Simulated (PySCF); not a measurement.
Below is a simulated gas-phase Si 2p photoelectron spectrum of trans-Si(NH3)2Cl4 (`N->[Si](<-N)(Cl)(Cl)(Cl)Cl`).

Every computed line was given a Gaussian of 0.4 eV full width at half maximum and an area set by the number of equivalent atoms (split 2:1 within a doublet); the highest printed point is 100. The calculation used delta-SCF UKS SCAN, pcX-2 on the ionised atom, pcseg-1 elsewhere, spin-free X2C in PySCF.

(binding energy (eV), intensity): (108.8, 1), (108.9, 5), (109.0, 17), (109.1, 44), (109.2, 78), (109.3, 100), (109.4, 90), (109.5, 59), (109.6, 32), (109.7, 26), (109.8, 37), (109.9, 49), (110.0, 48), (110.1, 33), (110.2, 16), (110.3, 6), (110.4, 1), (110.5, 0)

Task: How many maxima does the curve show, and how many computed lines lie under it?

Result: The curve has 2 maxima (at 109.3 and 109.9 eV). Under it lie 2 lines from 1 inequivalent silicon site, drawn as a 2p3/2, 2p1/2 pair.

Task: Decompose the envelope and assign each component. Bonds: Si1–N2, Si1–N6, Si1–Cl10, Si1–Cl11, Si1–Cl12, Si1–Cl13. Hydrogens: H3, H4, H5 on N2; H7, H8, H9 on N6.

Result: 
| position (eV) | relative area | line | atoms | environment |
| --- | --- | --- | --- | --- |
| 109.32 | 0.67 | Si 2p3/2 | Si1 | silicon bonded to 4 Cl and 2 N |
| 109.95 | 0.33 | Si 2p1/2 | Si1 | silicon bonded to 4 Cl and 2 N |

Task: What are the centre and the root-mean-square width of the whole band?

Result: The area-weighted mean of the lines is 109.53 eV. Their own spread about it is 0.29 eV (rms) and each Gaussian has σ = 0.4/2.355 = 0.17 eV; the variances add, which gives 0.34 eV.

The curve has no shake-up lines and no vibrational structure. 2p3/2 and 2p1/2 are the ΔSCF energy of one spin-free 2p hole plus the eigenvalues of a spin–orbit and ligand-field matrix of the shell. 2p1/2 minus 2p3/2 (ligand field included): Si 0.63 eV. Isolated species at its PBE0-D3(BJ)/def2-SVP geometry, gas phase.
